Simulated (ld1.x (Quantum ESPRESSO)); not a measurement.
# Before and after: RRKJ potential for C (Z = 6)

- Element: carbon
- Generator: ld1.x (Quantum ESPRESSO) 7.5
- Type: norm-conserving RRKJ (Kleinman–Bylander form)
- Functional: BP86
- Relativity: fully relativistic
- Frozen core: [He]
- Valence charge: 4
- Reference configuration: 2s1 2p3
- Partial waves: 2s (bound): rc 1.20 bohr; 2p (bound): rc 1.95 bohr
- Local potential: all-electron potential smoothed inside 1.55 bohr (lloc = -2)
- Core correction: a·sin(br)/r model core inside 0.80 bohr

Open shells are filled in proportion to 2j + 1 (rel_dist='average').

Change: local potential all-electron potential smoothed inside 1.72 bohr (lloc = -2).

Cutoffs: the cutoffs (Ry, on a coarse ladder) from which the occupation-weighted sum of valence levels, in a spherical-Bessel basis at the reference potential, stays within 10 and 1 mRy of its value at 400 Ry; they do not see the model core or the augmentation charge, which bear on the density cutoff. Errors are all-electron minus pseudo energies relative to the spin-unpolarised reference configuration.

Problem. Predict the effect on cutoff, ghosts and configuration errors.

Solution. The potential gets neither clearly harder nor softer (45 Ry and 60 Ry → 45 Ry and 60 Ry); a bound ghost appears in s, which as a rule spoils a file; the number of tests that count goes from 7 to 6; of the 6 tests that both files solve, the error grows in 1 and shrinks in 2 by more than 15 % and 0.3 meV (median size 8.9 → 8.4 meV); the range in which the s phases agree narrows (upper end 2.6 → 1.5). In the separable form a ghost depends on how the local part lies against the semilocal potential of the channel, so the choice of the local part can create or remove one.

| quantity | base | changed |
| --- | --- | --- |
| cutoff, loose | 45 Ry | 45 Ry |
| cutoff, tight | 60 Ry | 60 Ry |
| bound ghosts | none | s |
| tests counted (converged, no solver errors) | 7 of 7 | 6 of 7 |
| error for 2s2 2p2, meV [ΔE -8.49 eV] | -5.2 | -5.8 |
| error for 2s2 2p1, meV [ΔE 2.46 eV] | +54 | +29 |
| error for 2s0 2p4, meV [ΔE 8.50 eV] | -4.1 | -4.1 |
| error for 2s2 2p1.5, meV [ΔE -4.48 eV] | +12 | +9.4 |
| error for 2s1 2p2, meV [ΔE 11.24 eV] | +7.8 | -7.5 |
| error for 2s2 2p2.3, meV [ΔE -9.67 eV] | -9.9 | -13 |
| s: phases at 2.15 bohr within 0.05 rad from the reference energy up to (Ry; the scan ends near 5) | 2.6 | 1.5 |
| p1/2: phases at 2.15 bohr within 0.05 rad from the reference energy up to (Ry; the scan ends near 5) | 2.1 | 2.0 |
| p3/2: phases at 2.15 bohr within 0.05 rad from the reference energy up to (Ry; the scan ends near 5) | 2.1 | 2.0 |

Changed file: Tests not counted: 2s2 2p0 (solver errors, printed error +3.5 eV). A true bound ghost makes a file unfit for plane-wave use even where its test errors are small: the radial tests pick states by their node count and pass the ghost by. Where a test does run into it, the solver fails or the error is huge.
